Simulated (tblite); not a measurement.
Record of a relaxation.

Species: FGe2H6N.
Numbering: `[F:1][GeH2:2][NH:3][GeH3:4]` (hydrogens: H5, H6 on Ge2; H7 on N3; H8, H9, H10 on Ge4)

Computed with GFN2-xTB (tblite), gas phase: L-BFGS steps from a force-field or distance-geometry start until the largest atomic force falls under 0.01 eV/Å. 12 of its 68 geometries are shown.

Step 0: E = -397.2404 eV, largest atomic force 1.187 eV/Å
```
atom  x, y, z in Å  |  force x, y, z in eV/Å
F1      1.379   -0.565    1.591    0.280   0.006  -0.153
Ge2     1.454   -0.162   -0.122   -0.077  -0.220  -1.164
N3      0.025    0.960   -0.500    0.043  -0.072   1.016
Ge4    -1.497   -0.029   -0.016    0.126  -0.421   0.275
H5      2.807    0.436   -0.529   -0.247   0.030   0.429
H6      1.231   -1.468   -0.943    0.108   0.399   0.552
H7      0.075    1.764    0.145   -0.022  -0.225  -0.634
H8     -1.359   -1.333   -0.855   -0.251   0.597   0.385
H9     -1.310   -0.337    1.513   -0.431   0.059  -0.758
H10    -2.796    0.739   -0.307    0.470  -0.154   0.051
```

Step 6: E = -397.5344 eV, largest atomic force 0.543 eV/Å
```
atom  x, y, z in Å  |  force x, y, z in eV/Å
F1      1.479   -0.567    1.478    0.217  -0.189   0.460
Ge2     1.465   -0.162   -0.199    0.040  -0.083  -0.456
N3      0.008    0.892   -0.395    0.176   0.005  -0.160
Ge4    -1.497   -0.046    0.018   -0.004  -0.149   0.176
H5      2.791    0.483   -0.440    0.020   0.139   0.019
H6      1.235   -1.481   -0.881    0.061   0.110   0.051
H7      0.084    1.795    0.051   -0.017   0.116  -0.096
H8     -1.418   -1.273   -0.814   -0.052  -0.109  -0.062
H9     -1.433   -0.373    1.467   -0.218  -0.143   0.168
H10    -2.704    0.736   -0.307   -0.224   0.302  -0.100
```

Step 12: E = -397.6234 eV, largest atomic force 0.563 eV/Å
```
atom  x, y, z in Å  |  force x, y, z in eV/Å
F1      1.637   -0.629    1.484    0.050   0.045  -0.207
Ge2     1.508   -0.153   -0.232   -0.130  -0.356   0.417
N3      0.016    0.848   -0.376   -0.096   0.043   0.131
Ge4    -1.532   -0.050    0.061    0.080  -0.057  -0.093
H5      2.792    0.574   -0.402    0.096   0.119  -0.142
H6      1.260   -1.494   -0.867    0.135   0.189  -0.020
H7      0.086    1.812   -0.067   -0.047  -0.197  -0.089
H8     -1.479   -1.276   -0.804   -0.054   0.071   0.066
H9     -1.599   -0.452    1.509   -0.034   0.062  -0.084
H10    -2.679    0.825   -0.328   -0.001   0.082   0.022
```

Step 18: E = -397.6712 eV, largest atomic force 0.222 eV/Å
```
atom  x, y, z in Å  |  force x, y, z in eV/Å
F1      1.774   -0.680    1.486    0.022  -0.037   0.161
Ge2     1.540   -0.175   -0.165    0.061   0.172  -0.126
N3      0.020    0.774   -0.311   -0.044  -0.036   0.074
Ge4    -1.565   -0.047    0.067   -0.095   0.013  -0.057
H5      2.763    0.649   -0.433   -0.033   0.002  -0.031
H6      1.341   -1.460   -0.878    0.069  -0.157  -0.057
H7      0.066    1.770   -0.168    0.005   0.014   0.062
H8     -1.551   -1.270   -0.789   -0.062  -0.024  -0.049
H9     -1.731   -0.472    1.496    0.029   0.074   0.020
H10    -2.647    0.915   -0.327    0.048  -0.022   0.003
```

Step 24: E = -397.6844 eV, largest atomic force 0.108 eV/Å
```
atom  x, y, z in Å  |  force x, y, z in eV/Å
F1      1.829   -0.692    1.495    0.007   0.016  -0.036
Ge2     1.556   -0.177   -0.162    0.029   0.031  -0.018
N3      0.014    0.744   -0.249    0.050  -0.069  -0.066
Ge4    -1.594   -0.055    0.058   -0.001   0.029   0.030
H5      2.746    0.689   -0.456   -0.046  -0.018   0.001
H6      1.410   -1.480   -0.884    0.033   0.024   0.041
H7      0.056    1.748   -0.180    0.007  -0.032   0.075
H8     -1.610   -1.276   -0.804   -0.036   0.023   0.000
H9     -1.770   -0.446    1.494   -0.010  -0.011   0.020
H10    -2.629    0.950   -0.334   -0.035   0.007  -0.047
```

Step 30: E = -397.6933 eV, largest atomic force 0.064 eV/Å
```
atom  x, y, z in Å  |  force x, y, z in eV/Å
F1      1.875   -0.687    1.486    0.025   0.040   0.007
Ge2     1.578   -0.178   -0.168   -0.027  -0.056   0.012
N3      0.012    0.699   -0.250    0.008   0.027  -0.043
Ge4    -1.622   -0.047    0.063    0.025  -0.024  -0.015
H5      2.731    0.724   -0.479   -0.002   0.019   0.009
H6      1.486   -1.491   -0.867    0.001  -0.024  -0.030
H7      0.061    1.699   -0.131    0.007   0.029   0.044
H8     -1.680   -1.258   -0.811   -0.014  -0.036   0.025
H9     -1.801   -0.428    1.504   -0.041   0.014  -0.047
H10    -2.631    0.973   -0.369    0.018   0.010   0.038
```

Step 37: E = -397.6975 eV, largest atomic force 0.044 eV/Å
```
atom  x, y, z in Å  |  force x, y, z in eV/Å
F1      1.897   -0.663    1.486    0.002   0.011   0.014
Ge2     1.581   -0.188   -0.174    0.012   0.005  -0.017
N3      0.014    0.692   -0.272   -0.016  -0.040   0.010
Ge4    -1.624   -0.048    0.053   -0.010   0.009  -0.033
H5      2.719    0.736   -0.484    0.003  -0.009  -0.009
H6      1.514   -1.507   -0.870   -0.017   0.015   0.000
H7      0.070    1.681   -0.080    0.003   0.014   0.015
H8     -1.711   -1.268   -0.804    0.020  -0.015   0.000
H9     -1.825   -0.414    1.492   -0.008  -0.005   0.017
H10    -2.625    0.983   -0.369    0.011   0.015   0.003
```

Step 43: E = -397.6982 eV, largest atomic force 0.023 eV/Å
```
atom  x, y, z in Å  |  force x, y, z in eV/Å
F1      1.900   -0.652    1.487    0.008   0.001   0.004
Ge2     1.582   -0.188   -0.176    0.001   0.008   0.001
N3      0.012    0.687   -0.270    0.003   0.021   0.008
Ge4    -1.628   -0.050    0.048    0.011   0.009   0.006
H5      2.720    0.734   -0.490   -0.002  -0.006  -0.011
H6      1.509   -1.506   -0.872   -0.007  -0.009  -0.001
H7      0.071    1.675   -0.068   -0.013  -0.016   0.004
H8     -1.706   -1.275   -0.803    0.001   0.013   0.002
H9     -1.830   -0.411    1.490   -0.012  -0.007  -0.002
H10    -2.621    0.991   -0.369    0.009  -0.014  -0.011
```

Step 49: E = -397.6988 eV, largest atomic force 0.034 eV/Å
```
atom  x, y, z in Å  |  force x, y, z in eV/Å
F1      1.917   -0.639    1.486    0.012  -0.008  -0.009
Ge2     1.586   -0.189   -0.179   -0.010   0.001   0.013
N3      0.014    0.683   -0.258   -0.001   0.011   0.003
Ge4    -1.627   -0.050    0.049   -0.011  -0.019   0.012
H5      2.721    0.732   -0.506   -0.004  -0.007  -0.014
H6      1.501   -1.509   -0.871    0.000   0.009   0.015
H7      0.063    1.669   -0.047    0.028   0.018   0.007
H8     -1.704   -1.273   -0.803    0.001  -0.009  -0.012
H9     -1.853   -0.415    1.488    0.000   0.005  -0.008
H10    -2.608    0.995   -0.382   -0.016   0.000  -0.008
```

Step 55: E = -397.7000 eV, largest atomic force 0.049 eV/Å
```
atom  x, y, z in Å  |  force x, y, z in eV/Å
F1      1.950   -0.617    1.484    0.018  -0.007   0.004
Ge2     1.581   -0.186   -0.178    0.007  -0.014  -0.012
N3      0.013    0.694   -0.231    0.005  -0.017   0.012
Ge4    -1.628   -0.055    0.047    0.000   0.034  -0.035
H5      2.720    0.712   -0.553   -0.005   0.018   0.004
H6      1.476   -1.511   -0.855   -0.013  -0.016   0.011
H7      0.069    1.673    0.008   -0.008   0.000   0.002
H8     -1.687   -1.275   -0.813    0.020   0.006   0.014
H9     -1.885   -0.417    1.481    0.005   0.001  -0.012
H10    -2.600    0.987   -0.412   -0.029  -0.006   0.012
```

Step 61: E = -397.7018 eV, largest atomic force 0.024 eV/Å
```
atom  x, y, z in Å  |  force x, y, z in eV/Å
F1      2.021   -0.593    1.472    0.014   0.000   0.002
Ge2     1.582   -0.189   -0.179   -0.009   0.002   0.006
N3      0.018    0.698   -0.181   -0.006   0.008  -0.009
Ge4    -1.633   -0.047    0.033   -0.001  -0.014   0.015
H5      2.708    0.701   -0.613   -0.017   0.001   0.009
H6      1.437   -1.526   -0.823   -0.004  -0.009  -0.004
H7      0.076    1.672    0.081   -0.003  -0.014  -0.003
H8     -1.655   -1.274   -0.819    0.015   0.009  -0.017
H9     -1.936   -0.419    1.456    0.006   0.014   0.005
H10    -2.609    0.981   -0.450    0.006   0.004  -0.003
```

Step 67: E = -397.7022 eV, largest atomic force 0.004 eV/Å
```
atom  x, y, z in Å  |  force x, y, z in eV/Å
F1      2.041   -0.588    1.470   -0.002  -0.001  -0.001
Ge2     1.579   -0.191   -0.177    0.000  -0.001   0.000
N3      0.016    0.698   -0.174    0.001  -0.001   0.001
Ge4    -1.635   -0.048    0.032    0.002   0.001  -0.001
H5      2.699    0.699   -0.622   -0.002   0.003  -0.002
H6      1.428   -1.530   -0.817   -0.002   0.001   0.002
H7      0.076    1.669    0.096    0.001   0.001   0.000
H8     -1.642   -1.270   -0.826   -0.001  -0.001   0.001
H9     -1.944   -0.414    1.454    0.002  -0.002   0.000
H10    -2.608    0.980   -0.458    0.003   0.001  -0.001
```

Q: Summarise the path.

A: The energy falls by 0.4618 eV from step 0 to step 67; nine tenths of that is first reached at step 15. It falls at every step. The largest force goes from 1.187 to 0.004 eV/Å. Among the bonds Ge4–H9 changes most, from 1.570 to 1.501 Å; the atoms move by 0.379 Å rms after alignment.

Q: Follow the three bonds and two angles with the largest change from start to end.

A: 
```
step  E above end (eV)  largest force (eV/Å)  Ge4–H9 (Å)  Ge2–H6 (Å)  Ge4–H8 (Å)  Ge2–N3–Ge4 (°)  H5–Ge2–H6 (°)
   0            0.4618                 1.187       1.570       1.559       1.557           104.6          108.2
   3            0.2530                 0.569       1.484       1.475       1.491           107.2          112.9
   6            0.1678                 0.543       1.486       1.503       1.485           109.9          116.2
   9            0.1074                 0.340       1.505       1.491       1.499           111.3          121.8
  12            0.0788                 0.563       1.504       1.503       1.502           114.0          122.0
  15            0.0433                 0.230       1.499       1.495       1.486           117.3          120.0
  17            0.0358                 0.224       1.500       1.486       1.489           117.9          120.0
  20            0.0243                 0.165       1.502       1.486       1.499           120.6          119.5
  23            0.0188                 0.100       1.499       1.496       1.496           121.7          118.9
  26            0.0150                 0.154       1.496       1.495       1.496           122.3          119.1
  29            0.0094                 0.069       1.500       1.491       1.494           124.8          118.9
  32            0.0071                 0.097       1.504       1.491       1.493           124.9          118.6
  35            0.0050                 0.048       1.499       1.493       1.493           124.6          118.7
  38            0.0045                 0.043       1.499       1.493       1.493           125.2          118.9
  41            0.0042                 0.026       1.500       1.491       1.494           125.4          118.9
  44            0.0040                 0.025       1.499       1.492       1.494           125.3          118.9
  47            0.0036                 0.042       1.499       1.493       1.493           125.5          119.1
  50            0.0033                 0.036       1.501       1.492       1.493           125.8          118.9
  52            0.0028                 0.057       1.502       1.491       1.494           125.8          118.5
  55            0.0022                 0.049       1.501       1.492       1.494           125.4          118.2
  58            0.0012                 0.117       1.502       1.492       1.493           125.3          118.4
  61            0.0004                 0.024       1.501       1.491       1.493           125.9          118.7
  64            0.0001                 0.034       1.499       1.493       1.494           125.8          118.8
  67            0.0000                 0.004       1.501       1.492       1.493           125.8          118.8
```

What follows is the cost of the whole relaxation. Time: 0.72 s of wall time. Hardware: an Intel Xeon at 2.50 GHz with one thread, shared host.
